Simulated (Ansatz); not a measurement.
# C2H5FOSi (SMILES FC1CO[SiH2]1): from total energies to a heat of formation

The species is C2H5FOSi (10 atoms), meant as a singlet with charge 0. As SMILES, `FC1CO[SiH2]1`. The shape is that of a PBE0-D4/def2-TZVP optimisation.

```xyz
10

F    -1.8204   -0.3278   -0.8109
C    -0.8761   -0.0831    0.1669
C     0.2907   -1.0898    0.1533
O     1.4299   -0.2164   -0.0119
Si    0.5103    1.1621   -0.2068
H    -1.3905   -0.0238    1.1278
H     0.1973   -1.7734   -0.6955
H     0.4008   -1.6651    1.0760
H     0.8208    2.2287    0.7804
H     0.5202    1.7373   -1.5763
```

Total energies at r2SCAN/def2-SVP (Ansatz 0.2.0); the atoms run unrestricted:

```
 species    state  energy (Eh)
C2H5FOSi  singlet  -543.320235
       F  doublet   -99.598773
       C  triplet   -37.787389
       O  triplet   -74.963588
      Si  triplet  -289.244797
       H  doublet    -0.499209
```

Harmonic wavenumbers at PBE0-D4/def2-TZVP, in cm⁻¹: 79, 246, 392, 537, 560, 657, 719, 807, 860, 898, 975, 1022, 1037, 1127, 1164, 1211, 1324, 1370, 1499, 2226, 2232, 3054, 3098, 3115.

Measured heats of formation of the gaseous atoms at 298.15 K, in kJ/mol: F 79.4, C 716.9, O 249.2, Si 450.0, H 218.0. Spin-orbit lowering of the atoms at 298 K (mean of the ground term's levels less their thermal mean, from spectra), in kJ/mol: F 1.29, C 0.02, O 0.40, Si 0.44. Take 1 Eh = 2625.50 kJ/mol, 1 cm⁻¹ = 0.0119627 kJ/mol, RT = 2.479 kJ/mol.

Task: Work out the heat of formation of the gas at 298 K.

Result: 
1. Electronic atomisation energy: (-99.598773) + 2 × (-37.787389) + (-74.963588) + (-289.244797) + 5 × (-0.499209) − (-543.320235) = 1.442254 Eh = 3786.6 kJ/mol.
2. Zero-point energy: half the sum of the wavenumbers, 15104.5 cm⁻¹ = 180.7 kJ/mol.
3. Thermal vibrational enthalpy, Σ hcν̃/(exp(hcν̃/kT) − 1): 6.8 kJ/mol. Translation, rotation and pV of a non-linear molecule: 4 RT = 9.9 kJ/mol.
4. The 10 free atoms carry 5/2 RT each: 62.0 kJ/mol.
5. Spin-orbit coupling lowers the free atoms by 1.29 + 2 × 0.02 + 0.40 + 0.44 = 2.2 kJ/mol.
6. Atomisation enthalpy at 298 K: 3786.6 − 2.2 − 180.7 − 6.8 − 9.9 + 62.0 = 3649.0 kJ/mol.
7. Sum of the atoms' heats of formation: 3302.4 kJ/mol. Heat of formation: 3302.4 − 3649.0 = -346.6 kJ/mol.

No measured value is set beside it here. Anharmonicity and any spin-orbit splitting of the molecule are left out.
